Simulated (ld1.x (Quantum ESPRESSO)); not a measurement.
**Configuration tests for oxygen (O) (TM)**

O, norm-conserving Troullier–Martins (Kleinman–Bylander form), made with ld1.x (Quantum ESPRESSO) 7.5 (PW91, fully relativistic). Core [He], reference 2s1.75 2p4.25. Waves: 2s (bound): rc 0.55 bohr; 2p (bound): rc 2.05 bohr. Local part: the p channel. Core correction: Bessel-smoothed model core inside 0.45 bohr.

Open shells are filled in proportion to 2j + 1 (rel_dist='average').

Energies are relative to the spin-unpolarised reference configuration 2s1.75 2p4.25; without spin polarisation the order of configurations can differ from experiment. The p channel is local and has no spin–orbit splitting in the pseudo-atom.

| valence configuration | charge | ΔE all-electron (eV) | error AE − PS (meV) |
| --- | --- | --- | --- |
| 2s2 2p4 | 0 | -3.725 | -1.5 |
| 2s2 2p3 | +1 | 12.798 | +74 |
| 2s2 2p4.3 | -0.3 | -5.871 | -13 |
| 2s2 2p3.5 | +0.5 | 2.604 | +18 |
| 2s0 2p6 | 0 | 26.143 | -55 |
| 2s1 2p4 | +1 | 27.986 | -177 |

(1) What are ΔE and the potential's error for 2s2 2p2?

## Answers

(1) ΔE = 46.500 eV all-electron; the error (AE − PS) is +610 meV.
